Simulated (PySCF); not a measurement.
## From computed data to an observable: chemical shift, span and skew from a shielding tensor

BF2, SMILES F[B]F (connectivity only; charge and spin as stated), charge +1, multiplicity 1. Atoms are numbered in the order given.

```xyz
3

F      0.0000     0.0000     1.2321
B      0.0000     0.0000     0.0000
F      0.0000     0.0000    -1.2321
```
Charge +1, spin multiplicity 1.

The structure is a stationary point at ωB97X-D3(BJ)/def2-TZVP. The spin state was assumed, not searched. The isomer is the one that the SMILES or the coordinates give; other isomers of the formula were not compared.

GIAO shieldings from PBE0/pcSseg-2 (PySCF), non-relativistic, no solvent. The symmetric part of the tensor of F1 has the principal values 218.4, 218.4, 482.6 ppm. The same nucleus in CFCl3 has σ = 165.8 ppm at this level (PySCF, at its B3LYP-D3(BJ)/def2-TZVP geometry).

### Question
Work out the isotropic shielding, the ¹⁹F shift against CFCl3, the span and the skew.

### Answer

σ(iso) = (σ11 + σ22 + σ33)/3 = 306.5 ppm. δ = σ(ref) − σ(iso) = 165.8 − (306.5) = -140.7 ppm.
Span Ω = σ33 − σ11 = 264.2 ppm. Skew κ = 3(σ(iso) − σ22)/Ω = 1.00, an axial tensor. Tumbling in solution averages the tensor to δ; in a static solid the shielding alone would spread this spin-1/2 line over Ω.
